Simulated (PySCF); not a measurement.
Compound: (BeTe)3 ring, Be3Te3.
Geometry (PBE0-D3(BJ)/def2-SVP, Å), atoms numbered from 1 in this order:
```xyz
6
Be3Te3 angstrom
Be    -0.7620    0.9160    0.9198
Te    -0.4688   -0.7276    2.4181
Be     0.4996   -1.3624    0.4963
Te     1.3213   -1.5889   -1.5790
Be     0.2952    0.4038   -1.4515
Te    -0.8223    2.2631   -0.8730
```

Level of theory: TDDFT PBE0/def2-SVPD, vertical, gas phase, core orbitals frozen in the response, def2 core potentials past Kr (PySCF 2.14.0, density-fitted response routines). Spin–orbit coupling is left out.

Ground-to-excited transition dipoles (e·a0, same axes as the geometry; the sign carries no meaning), for the states with f of 0.002 or more among the lowest 10:

| state | E (eV) | μx | μy | μz |
| --- | --- | --- | --- | --- |
| S5 | 4.109 | -0.053 | 0.162 | -0.076 |
| S6 | 4.117 | -0.076 | 0.048 | 0.156 |
| S9 | 4.777 | 0.058 | -0.162 | 0.061 |
| S10 | 4.780 | -0.083 | 0.050 | 0.174 |

Problem. Work out the oscillator strengths.

Solution. f = (2/3) ΔE |μ|² with ΔE in hartree (27.2114 eV).

```json
{"state": "S5", "|μ|² (au)": "0.035", "|μ| (D)": "0.48", "f": "0.004"}
{"state": "S6", "|μ|² (au)": "0.032", "|μ| (D)": "0.46", "f": "0.003"}
{"state": "S9", "|μ|² (au)": "0.033", "|μ| (D)": "0.46", "f": "0.004"}
{"state": "S10", "|μ|² (au)": "0.040", "|μ| (D)": "0.51", "f": "0.005"}
```

Problem. The point group is D3h. Which irreducible representation does each state belong to?

Solution. From a totally symmetric ground state, an allowed state transforms like the component of the dipole operator along its μ. Polarised across the main axis, so E′: S5, S6, S9 and S10.

Problem. All atoms lie in one plane. Which transitions are polarised in it and which across it?

Solution. In the plane: S5, S6, S9 and S10. No state is polarised perpendicular to it. In-plane polarisation joins two orbitals of the same parity under reflection in the plane (π with π, or σ with σ, in-plane lone pairs counted as σ); perpendicular polarisation joins orbitals of opposite parity.

Problem. What peak molar absorption coefficient would the strongest computed level give as a lone Gaussian band 0.5 eV wide at half height?

Solution. ε(max) = 2.175×10⁸ f / FWHM, with the width in cm⁻¹. S9/S10 (f summed): 2.175×10⁸ × 0.0085 / 4033 ≈ 460 L mol⁻¹ cm⁻¹.

S5/S6 and S9/S10 coincide within about 0.01 eV; within a degenerate level the directions of the single components are arbitrary.

All these states lie below the vertical ionisation energy of 8.30 eV (ΔSCF).
